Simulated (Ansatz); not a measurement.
Cost and result for the atomization energy of `CO[Si](F)Cl` radical (8 atoms, 7 bonds).

The species carries charge 0 and has multiplicity 2. The geometry is a stationary point of PBE0-D4/def2-TZVP. It is one conformer, not always the lowest. Program: Ansatz. All runs use 4 threads of a server CPU on a shared host. Times are those of one run each, without the atoms' runs, and a repeat can differ threefold. Electronic energies, without spin–orbit coupling; frozen cores. CCSD(T)/CBS adds CCSD(T) − MP2 in def2-TZVPP to the MP2 limit, and its time is that of the two runs behind it. T1 = 0.013; ⟨S²⟩ of the reference is 0.75. HSE06 is the plane-wave form, built on full-range PBE exchange.

CCSD(T)/CBS is a level of theory with its own doubt, some kJ/mol a heavy atom from the limit and from the frozen cores, so smaller differences don't rank the functionals.

```
                             level  functions  wall time
            LDA (SPW92)/def2-TZVPP        219      0.9 s
                BLYP-D4/def2-TZVPP        219      1.4 s
                PBE0-D4/def2-TZVPP        219      2.6 s
               HSE06-D4/def2-TZVPP        219      2.8 s
               BHLYP-D4/def2-TZVPP        219      2.9 s
r2SCAN-D4/def2-TZVPP (with forces)        219      3.1 s
               PBE-QIDH/def2-TZVPP        219      3.3 s
                  CCSD(T)/def2-SVP         93        5 s
                ωB97X-V/def2-TZVPP        219      5.5 s
  ωB97M-V/def2-TZVPP (with forces)        219        7 s
                    MP2/def2-QZVPP        401       12 s
                CCSD(T)/def2-TZVPP        219    2.3 min
                 CCSD(T)/CBS(def2)          –    2.5 min
```

(1) What atomization energy does each give, and how far from CCSD(T)/CBS? (Estimate.)

## Answers

(1) The calculation gave: 
```tsv
level	atomization (kJ/mol)	difference from CCSD(T)/CBS	per bond
LDA (SPW92)/def2-TZVPP	3510.8	469.1	67.0
BLYP-D4/def2-TZVPP	3030.6	-11.1	-1.6
PBE0-D4/def2-TZVPP	3030.6	-11.1	-1.6
HSE06-D4/def2-TZVPP	3033.1	-8.6	-1.2
BHLYP-D4/def2-TZVPP	2918.8	-122.9	-17.6
r2SCAN-D4/def2-TZVPP (with forces)	3064.0	22.3	3.2
PBE-QIDH/def2-TZVPP	3014.9	-26.8	-3.8
CCSD(T)/def2-SVP	2798.1	-243.6	-34.8
ωB97X-V/def2-TZVPP	3042.5	0.8	0.1
ωB97M-V/def2-TZVPP (with forces)	3041.2	-0.5	-0.1
MP2/def2-QZVPP	3106.0	64.3	9.2
CCSD(T)/def2-TZVPP	2946.8	-94.9	-13.6
CCSD(T)/CBS(def2)	3041.7	0.0	0.0
```

The D4 term adds +29.4 kJ/mol with B3LYP and +15.3 kJ/mol with PBE0; it sums over pairs of atoms, weighted by their polarisabilities, and B3LYP, whose exchange is more repulsive, gets the larger term. From BLYP to BHLYP (50 % exact exchange), in def2-TZVPP and without D4, the atomization energy moves by −94.9 kJ/mol: exact exchange takes away binding that semilocal exchange gives to molecules. In def2-TZVPP, CCSD(T) changes the Hartree–Fock value by +730.3 kJ/mol (the triples alone add +50.1 kJ/mol) and MP2 by +831.6 kJ/mol; breaking electron pairs costs correlation energy, which Hartree–Fock lacks.

B3LYP here is the variant with VWN-RPA as its local correlation; programs differ in this.
